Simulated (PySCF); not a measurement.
A search over the determinants of SeO

Unrestricted PBE0; Se def2-TZVPP, O def2-TZVPP; no relativity (PySCF 2.14). Outer shells of the fragments: Se 3d10 4s2 4p4; O 2s2 2p4.

Followed along the bond (rough minima from three points):

| 2Ms+1 | unpaired | ⟨S²⟩ at the start | R at minimum (Å) | Te (eV) |
| --- | --- | --- | --- | --- |
| 3 | π ↑↑ | 2.01 | 1.64 | 0.00 |
| 1 | π ↑↓ | 1.01 | 1.64 | 0.30 |
| 1 | none | 0.00 | 1.64 | 1.25 |
| 5 | σ ↑, π ↑↑↑ | 6.01 | none in the scan | ≤ 4.84 |

Solutions found at the starting distance of 1.715 Å, counted from the lowest of them; the search is not exhaustive and high or unbound solutions are not listed, so other states can lie among these:

| 2Ms+1 | unpaired | term | E (eV) | ⟨S²⟩ | ⟨Lz²⟩ | μ (D) |
| --- | --- | --- | --- | --- | --- | --- |
| 3 | π ↑↑ | ³Σ⁻ | 0.00 | 2.01 | 0.00 | -2.27 |
| 1 | π ↑↓ | mixed | 0.30 | 1.01 | 2.02 | -2.29 |
| 1 | none | mixed | 1.25 | 0.00 | 2.01 | -2.26 |
| 3 | π ↑↑ | mixed | 3.14 | 2.01 | 2.02 | -0.76 |
| 3 | σ ↑, π ↑ | ³Π | 4.39 | 2.19 | 1.04 | -1.26 |
| 3 | σ ↑, π ↑ | ³Π | 4.56 | 2.01 | 1.01 | -1.32 |

A term symbol is given only where ⟨S²⟩ and ⟨Lz²⟩ are close to those of a pure state; real π, δ and φ orbitals otherwise mix terms. A positive dipole means Se(−)O(+).

Spin–orbit coupling is left out. Counting both spins, an empty level lies below a filled one in some of these solutions, because spin and occupation are held.
